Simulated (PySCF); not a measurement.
**Sc (scandium, neutral) across methods**

[Ar] 3d1 4s2, 2D determinant. Calculation: PySCF 2.14, in aug-cc-pwCVTZ-DK with one added diffuse shell each of s, p, d, f, g type (11s10p8d5f4g, 152 functions); scalar relativity by spin-free X2C-1e.

```json
{"method": "UHF", "E (hartree)": "-763.28594", "mean ε 3d α (eV)": "-9.400", "mean ε 4s α (eV)": "-5.920", "mean ε 4s β (eV)": "-5.595", "Σ⟨r²⟩ (bohr²)": "52.74", "⟨S²⟩": "0.762"}
{"method": "PBE0", "E (hartree)": "-764.000", "mean ε 3d α (eV)": "-5.173", "mean ε 4s α (eV)": "-4.812", "mean ε 4s β (eV)": "-4.600", "Σ⟨r²⟩ (bohr²)": "49.82", "⟨S²⟩": "0.836"}
{"method": "LDA", "E (hartree)": "-762.211", "mean ε 3d α (eV)": "-3.573", "mean ε 4s α (eV)": "-4.334", "mean ε 4s β (eV)": "-4.101", "Σ⟨r²⟩ (bohr²)": "49.04", "⟨S²⟩": "0.902"}
```

Estimate the same row for PBE.

E (hartree) = -763.969; mean ε 3d α (eV) = -3.507; mean ε 4s α (eV) = -4.165; mean ε 4s β (eV) = -3.953; Σ⟨r²⟩ (bohr²) = 49.17; ⟨S²⟩ = 1.038.
